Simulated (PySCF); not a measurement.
Cd(I)(Et) (C2H5CdI), SMILES C[CH2][Cd][I]. Heavy atoms are numbered as in [Cd:1]([I:2])[CH2:3][CH3:4]. Hydrogens are named by the atom that carries them.

Coordinates come from a PBE0-D3(BJ)/def2-SVP optimisation. The structure was generated by enumeration; whether it is a known compound was not checked. The def2 effective core potentials stand for the cores of Cd, I; spin–orbit coupling is left out. Other conformers were not sampled.

Computed with PBE/def2-TZVP run with PySCF.

ESP charges are fitted to the potential on shells at 1.4 to 2.0 van der Waals radii. Atomic charges (e), one atom of each kind:

```csv
atom,Mulliken,ESP fit
Cd1,0.51,0.33
I2,-0.34,-0.30
C3 (CH2),?,0.03
C4 (CH3),-0.37,-0.16
H on C3,?,-0.01
H on C4,?,0.04
```

Q: Some entries are withheld; supply them. (The exact figures need the calculation; the answer reports its results.)

A: 
- C3 (CH2), Mulliken: -0.42
- H on C3, Mulliken: 0.13
- H on C4, Mulliken: 0.12
